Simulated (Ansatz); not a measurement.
`F[Si](F)(Cl)Br` and `F[SiH](F)Br` differ in one atom or group.

Ansatz, PBE0-D4/def2-TZVP geometries, multiplicity 1. 

Scalar relativity is left out up to krypton. Spin–orbit coupling is left out; it splits and shifts lone-pair levels of the heavy atoms by tenths of an eV.

```tsv
property	`F[Si](F)(Cl)Br`
size of the dipole moment (ωB97M-V/def2-TZVPP) / D	0.73
HOMO energy (ωB97M-V/def2-TZVPP) / eV	-11.54
LUMO energy (B3LYP/def2-TZVPP) / eV	-0.61
HOMO energy (B3LYP/def2-TZVPP) / eV	-9.04
ideal-gas entropy at 298 K and 1 bar (rigid rotor, harmonic PBE0-D4/def2-TZVP) / J/(mol·K)	341
HOMO–LUMO gap (ωB97M-V/def2-TZVPP) / eV	13.25
```

**Question.** What does the change do to each property? (Estimate.)

**Answer.** Computed: 
```
                                                                                  property  `F[SiH](F)Br`  shift
                                        size of the dipole moment (ωB97M-V/def2-TZVPP) / D           1.14   0.41
                                                     HOMO energy (ωB97M-V/def2-TZVPP) / eV         -11.48   0.06
                                                       LUMO energy (B3LYP/def2-TZVPP) / eV           0.05   0.66
                                                       HOMO energy (B3LYP/def2-TZVPP) / eV          -8.97   0.07
ideal-gas entropy at 298 K and 1 bar (rigid rotor, harmonic PBE0-D4/def2-TZVP) / J/(mol·K)            311    -30
                                                   HOMO–LUMO gap (ωB97M-V/def2-TZVPP) / eV          13.72   0.47
```

With PBE0 the HOMO rises by 0.08 eV and the LUMO rises by 0.66 eV, so the gap widens by about 0.58 eV. PBE moves the HOMO by 0.05 eV and ωB97M-V by 0.06 eV. Dipoles are sizes alone; their direction can turn.

B3LYP here is the variant with VWN-RPA as its local correlation; programs differ in this.
